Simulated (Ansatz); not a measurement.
Input file for `[CH3][Al]([F])[I]`:

```yaml
crystal:
  periodic: [false, false, false]
  atoms:
    - {symbol: C, position_ang: [0.061346, 0.967852, -0.030434]}
    - {symbol: Al, position_ang: [0.088872, -0.956636, 0.111728]}
    - {symbol: F, position_ang: [1.250908, -1.703115, 1.007910]}
    - {symbol: I, position_ang: [-1.540944, -2.444491, -0.982935]}
    - {symbol: H, position_ang: [-0.759545, 1.317363, -0.658501]}
    - {symbol: H, position_ang: [-0.041798, 1.420157, 0.960131]}
    - {symbol: H, position_ang: [1.002360, 1.330870, -0.453600]}
basis:
  gaussian: {orbitals: def2-TZVPP}
correlation: {method: ccsd_t}
output: {orbitals: {seedname: orbitals}}
```

```sh
$ ansatz run in.yaml --threads 2 --pin off --events-out ev --progress --plain
```

The program prints (abridged):

```
Functional definition: HF
1352 factors; integrals over basis functions are off by at most 9.9e-4 eV
mean field evaluation 1: about -18442.5136 eV, gradient 3.8e1 eV
mean field evaluation 2: about -18442.5836 eV, gradient 3.8e1 eV
mean field evaluation 4: about -18445.4512 eV, gradient 2.9e0 eV
mean field evaluation 8: about -18445.4956 eV, gradient 2.0e-1 eV
mean field -18445.49580896 eV, -677.8594681730 hartree, gradient 4.4e-6 eV, S^2 0.000000; 0 other end points of the search recorded, 0 dependent functions left out
11 core orbitals not correlated: weight in the atoms' cores, before any rotation towards them, 1.000 or more for the frozen orbitals, at most 0.000 for the correlated occupied ones
reference -18445.49580896 eV, -677.8594681730 hartree; 17, 17 occupied and 168, 168 virtual orbitals, 1352 factors
second order -27.13703698 eV of doubles, -0.00000000 eV of singles
cycle   1  -26.17464623 eV  change    9.6e-1 eV  update   9.8e-2
cycle   2  -26.73517679 eV  change   -5.6e-1 eV  update   2.8e-2
cycle   3  -26.83577622 eV  change   -1.0e-1 eV  update   1.4e-2
cycle   4  -26.81382787 eV  change    2.2e-2 eV  update   3.3e-3
cycle   5  -26.81239481 eV  change    1.4e-3 eV  update   1.4e-3
cycle   6  -26.81348005 eV  change   -1.1e-3 eV  update   4.0e-4
cycle   7  -26.81321271 eV  change    2.7e-4 eV  update   1.4e-4
cycle   8  -26.81310224 eV  change    1.1e-4 eV  update   4.1e-5
cycle   9  -26.81312503 eV  change   -2.3e-5 eV  update   1.7e-5
perturbative correction -0.73694120 eV, -0.0270820895 hartree
Total energy: -18473.04587518 eV, -678.8719144327 hartree
```

Run time 34 s (2 threads of a server CPU on a shared host); peak host memory 2.7 GiB.

MP2 recovers 98.5 % of the CCSD(T) correlation energy and the triples give 2.7 %; T1 = 0.0097.
